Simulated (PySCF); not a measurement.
PySCF job for C₃H₇O₂, SMILES C([CH2])(O)CO, multiplicity 2, TDA-PBE/def2-SVPD. Geometry optimised at B3LYP-D3(BJ)/def2-SVP. The isomer is the one that the SMILES or the coordinates give; other isomers of the formula were not compared. The values are those of a single conformer.

```python
import numpy as np
from pyscf import gto, scf, dft, tdscf

mol = gto.M(
    atom='''
    C    -0.75714383    1.43838689   -0.37513459
    C    -0.71039283    0.06855949    0.19792037
    O    -0.83549071   -0.86281239   -0.88018044
    C     0.59500817   -0.22517741    0.95270293
    O     1.69224330   -0.19977692    0.08083869
    H    -1.28598870    1.60734097   -1.31478721
    H    -0.35817107    2.28555293    0.18528063
    H    -1.55692710   -0.06505558    0.91349036
    H    -1.04129966   -1.72914118   -0.50352866
    H     0.75673401    0.52663682    1.74363620
    H     0.49014608   -1.21055276    1.46060759
    H     1.37665656   -0.60468047   -0.74289699
    ''',
    basis='def2-SVPD',
    charge=0,
    spin=1,
    max_memory=1600,
    verbose=4,
)
mf = dft.UKS(mol, xc='pbe').density_fit(auxbasis='def2-universal-jkfit')
mf.grids.level = 3
mf.conv_tol = 1e-9
mf.max_cycle = 100
mf.kernel()
fine, coarse = mf.grids, dft.Grids(mol).set(level=1).build(with_non0tab=True)
for _ in range(3):  # follow internal instabilities
    mf.grids = coarse
    mo, _, stable, _ = mf.stability(return_status=True, nroots=4)
    mf.grids = fine
    if stable:
        break
    mf.kernel(mf.make_rdm1(mo, mf.mo_occ))
mf.grids = dft.Grids(mol).set(level=1).build(with_non0tab=True)  # coarser grid for the response kernel
td = tdscf.TDA(mf)
td.nstates = 10
td.conv_tol = 1e-4
td.positive_eig_threshold = 1e-6
td.kernel(x0=td.get_init_guess(mf, 15))
td.analyze()
```

Log of the run:

```
PySCF version 2.14.0

[INPUT] verbose = 4
[INPUT] num. atoms = 12
[INPUT] num. electrons = 41
[INPUT] charge = 0
[INPUT] spin (= nelec alpha-beta = 2S) = 1
[INPUT] symmetry False subgroup None
[INPUT] Mole.unit = angstrom
[INPUT] Symbol           X                Y                Z      unit          X                Y                Z       unit  Magmom
[INPUT]  1 C     -0.757143830000   1.438386890000  -0.375134590000 AA   -1.430794475604   2.718157283265  -0.708901634951 Bohr   0.0
[INPUT]  2 C     -0.710392830000   0.068559490000   0.197920370000 AA   -1.342447889555   0.129558659340   0.374015293773 Bohr   0.0
[INPUT]  3 O     -0.835490710000  -0.862812390000  -0.880180440000 AA   -1.578848621518  -1.630479113981  -1.663299971799 Bohr   0.0
[INPUT]  4 C      0.595008170000  -0.225177410000   0.952702930000 AA    1.124402483179  -0.425523634339   1.800347615771 Bohr   0.0
[INPUT]  5 O      1.692243300000  -0.199776920000   0.080838690000 AA    3.197876373130  -0.377523664809   0.152762984369 Bohr   0.0
[INPUT]  6 H     -1.285988700000   1.607340970000  -1.314787210000 AA   -2.430166442285   3.037434222093  -2.484587738981 Bohr   0.0
[INPUT]  7 H     -0.358171070000   2.285552930000   0.185280630000 AA   -0.676845228042   4.319069080897   0.350129646887 Bohr   0.0
[INPUT]  8 H     -1.556927100000  -0.065055580000   0.913490360000 AA   -2.942165814913  -0.122937229075   1.726246597830 Bohr   0.0
[INPUT]  9 H     -1.041299660000  -1.729141180000  -0.503528660000 AA   -1.967771171003  -3.267603260907  -0.951531263269 Bohr   0.0
[INPUT] 10 H      0.756734010000   0.526636820000   1.743636200000 AA    1.430020028044   0.995199356912   3.294994878877 Bohr   0.0
[INPUT] 11 H      0.490146080000  -1.210552760000   1.460607590000 AA    0.926241852229  -2.287613175736   2.760148320561 Bohr   0.0
[INPUT] 12 H      1.376656560000  -0.604680470000  -0.742896990000 AA    2.601503865986  -1.142680481173  -1.403871849864 Bohr   0.0

nuclear repulsion = 187.710143857014
number of shells = 70
number of NR pGTOs = 226
number of NR cGTOs = 162
basis = def2-SVPD
ecp = {}


******** <class 'pyscf.df.df_jk.DFUKS'> ********
method = DFUKS
initial guess = minao
damping factor = 0
level_shift factor = 0
DIIS = <class 'pyscf.scf.diis.CDIIS'>
diis_start_cycle = 1
diis_space = 8
diis_damp = 0
SCF conv_tol = 1e-09
SCF conv_tol_grad = None
SCF max_cycles = 100
direct_scf = False
number electrons alpha = 21  beta = 20
XC library pyscf.dft.libxc version 7.1.2
    S. Lehtola, C. Steigemann, M. J. T. Oliveira, and M. A. L. Marques,  SoftwareX 7, 1–5 (2018)
XC functionals = pbe
    J. P. Perdew, K. Burke, and M. Ernzerhof,  Phys. Rev. Lett. 77, 3865 (1996)
    J. P. Perdew, K. Burke, and M. Ernzerhof,  Phys. Rev. Lett. 78, 1396 (1997)
    J. P. Perdew, K. Burke, and M. Ernzerhof,  Phys. Rev. Lett. 77, 3865 (1996)
    J. P. Perdew, K. Burke, and M. Ernzerhof,  Phys. Rev. Lett. 78, 1396 (1997)
radial grids:
    Treutler-Ahlrichs [JCP 102, 346 (1995); DOI:10.1063/1.469408] (M4) radial grids

becke partition: Becke, JCP 88, 2547 (1988); DOI:10.1063/1.454033
pruning grids: <function nwchem_prune>
grids dens level: 3
symmetrized grids: False
atomic radii adjust function: <function treutler_atomic_radii_adjust>
small_rho_cutoff = 0
Set gradient conv threshold to 3.16228e-05
tot grids = 139176
init E= -268.677789305471
  alpha nocc = 21  HOMO = -0.205518942794012  LUMO = -0.0364733103082622
  beta  nocc = 20  HOMO = -0.338626102474643  LUMO = -0.205518942794012

WARN: HOMO -0.205518942794012 >= LUMO -0.205518942794012

cycle= 1 E= -268.244110791251  delta_E= 0.434  |g|= 0.633  |ddm|= 3.21
  alpha nocc = 21  HOMO = -0.0725467880529136  LUMO = -0.000770298093574873
  beta  nocc = 20  HOMO = -0.0824545225815463  LUMO = -0.0519934467613403
  HOMO = -0.0725467880529  LUMO = -0.0519934467613  gap/eV = 0.55928
cycle= 2 E= -267.494102047569  delta_E= 0.75  |g|= 1.47  |ddm|= 2.16
  alpha nocc = 21  HOMO = -0.151365138872098  LUMO = -0.0165691850856335
  beta  nocc = 20  HOMO = -0.241772671951716  LUMO = -0.0867888041517042
  HOMO = -0.151365138872  LUMO = -0.0867888041517  gap/eV = 1.75721
cycle= 3 E= -268.391279146213  delta_E= -0.897  |g|= 0.162  |ddm|= 1.78
  alpha nocc = 21  HOMO = -0.193723294683191  LUMO = -0.0183827054671335
  beta  nocc = 20  HOMO = -0.226384948305104  LUMO = -0.120026260201764
  HOMO = -0.193723294683  LUMO = -0.120026260202  gap/eV = 2.00540
cycle= 4 E= -268.401570975506  delta_E= -0.0103  |g|= 0.0861  |ddm|= 0.361
  alpha nocc = 21  HOMO = -0.18489264785464  LUMO = -0.0158755354687594
  beta  nocc = 20  HOMO = -0.228676937805989  LUMO = -0.107252530872818
  HOMO = -0.184892647855  LUMO = -0.107252530873  gap/eV = 2.11270
cycle= 5 E= -268.404387160025  delta_E= -0.00282  |g|= 0.0322  |ddm|= 0.113
  alpha nocc = 21  HOMO = -0.182458135749561  LUMO = -0.0165555265206483
  beta  nocc = 20  HOMO = -0.226523273327364  LUMO = -0.103542377061472
  HOMO = -0.18245813575  LUMO = -0.103542377061  gap/eV = 2.14741
cycle= 6 E= -268.40476380032  delta_E= -0.000377  |g|= 0.0103  |ddm|= 0.0441
  alpha nocc = 21  HOMO = -0.184114322222647  LUMO = -0.0164839955000109
  beta  nocc = 20  HOMO = -0.227744538045718  LUMO = -0.104493664930811
  HOMO = -0.184114322223  LUMO = -0.104493664931  gap/eV = 2.16659
cycle= 7 E= -268.404812158084  delta_E= -4.84e-05  |g|= 0.00199  |ddm|= 0.0184
  alpha nocc = 21  HOMO = -0.183870471619862  LUMO = -0.0164674800949638
  beta  nocc = 20  HOMO = -0.227809988094256  LUMO = -0.103937861025928
  HOMO = -0.18387047162  LUMO = -0.103937861026  gap/eV = 2.17508
cycle= 8 E= -268.40481425846  delta_E= -2.1e-06  |g|= 0.000703  |ddm|= 0.00518
  alpha nocc = 21  HOMO = -0.183953630207251  LUMO = -0.0164781784348373
  beta  nocc = 20  HOMO = -0.227878905343877  LUMO = -0.103909015845325
  HOMO = -0.183953630207  LUMO = -0.103909015845  gap/eV = 2.17812
cycle= 9 E= -268.404814508885  delta_E= -2.5e-07  |g|= 0.000326  |ddm|= 0.0016
  alpha nocc = 21  HOMO = -0.183966763249889  LUMO = -0.0164690524725266
  beta  nocc = 20  HOMO = -0.227850789334394  LUMO = -0.103900277127626
  HOMO = -0.18396676325  LUMO = -0.103900277128  gap/eV = 2.17872
cycle= 10 E= -268.404814557908  delta_E= -4.9e-08  |g|= 0.00011  |ddm|= 0.000607
  alpha nocc = 21  HOMO = -0.183964478902778  LUMO = -0.0164711854397246
  beta  nocc = 20  HOMO = -0.227843946875294  LUMO = -0.10389374081228
  HOMO = -0.183964478903  LUMO = -0.103893740812  gap/eV = 2.17884
cycle= 11 E= -268.404814564449  delta_E= -6.54e-09  |g|= 2.81e-05  |ddm|= 0.000233
  alpha nocc = 21  HOMO = -0.183965944315203  LUMO = -0.0164708799049946
  beta  nocc = 20  HOMO = -0.22784498885414  LUMO = -0.10389559656328
  HOMO = -0.183965944315  LUMO = -0.103895596563  gap/eV = 2.17883
cycle= 12 E= -268.404814564817  delta_E= -3.68e-10  |g|= 6.83e-06  |ddm|= 4.43e-05
  alpha nocc = 21  HOMO = -0.183964713709354  LUMO = -0.0164709521050006
  beta  nocc = 20  HOMO = -0.227846222436402  LUMO = -0.103895244867496
  HOMO = -0.183964713709  LUMO = -0.103895244867  gap/eV = 2.17880
Extra cycle  E= -268.40481456478  delta_E= 3.67e-11  |g|= 1.17e-05  |ddm|= 2.3e-05
converged SCF energy = -268.40481456478  <S^2> = 0.75361332  2S+1 = 2.0036101
tot grids = 43208
uhf_internal: lowest eigs of H = [1.02452822 1.02808408 1.0306415  1.03579264]
<class 'pyscf.df.df_jk.DFUKS'> wavefunction is stable in the internal stability analysis
tot grids = 43208
Overwritten attributes  positive_eig_threshold  of <class 'pyscf.tdscf.uks.TDA'>


******** <class 'pyscf.tdscf.uks.TDA'> for <class 'pyscf.df.df_jk.DFUKS'> ********
nstates = 10
deg_eia_thresh = 1.000e-03
wfnsym = None
conv_tol = 0.0001
eigh lindep = 1e-12
eigh level_shift = 0
eigh max_cycle = 100


Excitation energies (eV)
[3.38679947 4.25799093 4.51287645 5.30735982 5.45914676 5.61820189
 5.6459842  5.65558192 5.78181375 6.07715321]

** Excitation energies and oscillator strengths **
Excited State   1:      3.38680 eV    366.08 nm  f=0.0010
      20b ->   21b     -0.99875
Excited State   2:      4.25799 eV    291.18 nm  f=0.0049
      21a ->   22a      0.24820
      19b ->   21b     -0.96661
Excited State   3:      4.51288 eV    274.73 nm  f=0.0282
      21a ->   22a      0.96586
      19b ->   21b      0.24466
Excited State   4:      5.30736 eV    233.61 nm  f=0.0017
      18b ->   21b     -0.99750
Excited State   5:      5.45915 eV    227.11 nm  f=0.0083
      21a ->   23a      0.99120
Excited State   6:      5.61820 eV    220.68 nm  f=0.0159
      20a ->   22a      0.11489
      21a ->   24a     -0.86180
      17b ->   21b      0.45548
      20b ->   22b     -0.14318
Excited State   7:      5.64598 eV    219.60 nm  f=0.0025
      20a ->   22a     -0.70456
      21a ->   24a     -0.38330
      17b ->   21b     -0.40291
      20b ->   22b      0.43323
Excited State   8:      5.65558 eV    219.22 nm  f=0.0052
      20a ->   22a      0.40486
      21a ->   24a     -0.31038
      17b ->   21b     -0.77741
      20b ->   22b     -0.34904
Excited State   9:      5.78181 eV    214.44 nm  f=0.0134
      20a ->   22a     -0.56701
      20b ->   22b     -0.81541
Excited State  10:      6.07715 eV    204.02 nm  f=0.0017
      21a ->   25a     -0.99550

** Transition electric dipole moments (AU) **
state          X           Y           Z        Dip. S.      Osc.
  1         0.0939      0.0425     -0.0409      0.0123      0.0010
  2        -0.1338      0.1394     -0.0980      0.0470      0.0049
  3         0.0866     -0.4857      0.1088      0.2552      0.0282
  4         0.0823     -0.0378      0.0681      0.0128      0.0017
  5        -0.0888     -0.0388      0.2299      0.0623      0.0083
  6        -0.3004     -0.0358      0.1554      0.1156      0.0159
  7        -0.0900     -0.0820      0.0544      0.0178      0.0025
  8        -0.1324     -0.1260      0.0631      0.0374      0.0052
  9         0.2389      0.1452     -0.1296      0.0949      0.0134
 10        -0.0304     -0.0137     -0.1023      0.0116      0.0017

** Transition velocity dipole moments (imaginary part, AU) **
state          X           Y           Z        Dip. S.      Osc.
  1        -0.0113     -0.0032      0.0050      0.0002      0.0009
  2        -0.0161     -0.0011      0.0002      0.0003      0.0011
  3         0.0227     -0.0340     -0.0001      0.0017      0.0067
  4        -0.0071     -0.0056      0.0092      0.0002      0.0006
  5        -0.0018     -0.0128      0.0273      0.0009      0.0030
  6        -0.0782      0.0024      0.0439      0.0081      0.0260
  7        -0.0178     -0.0019      0.0036      0.0003      0.0011
  8        -0.0076     -0.0034     -0.0057      0.0001      0.0003
  9         0.0179      0.0143     -0.0180      0.0008      0.0027
 10         0.0083     -0.0122     -0.0192      0.0006      0.0018

** Transition magnetic dipole moments (imaginary part, AU) **
state          X           Y           Z
  1         0.1486      0.2759      0.3561
  2         0.1609      0.0146      0.0372
  3         0.0277      0.1156      0.0218
  4         0.0767     -0.3773     -0.0656
  5         0.1504     -0.1211      0.1043
  6        -0.2085     -0.2606     -0.4820
  7        -0.0087     -0.0608     -0.0765
  8        -0.0756      0.0281     -0.0665
  9         0.2691     -0.2440      0.2024
 10         0.0567      0.2307      0.1824
```

The run converged.
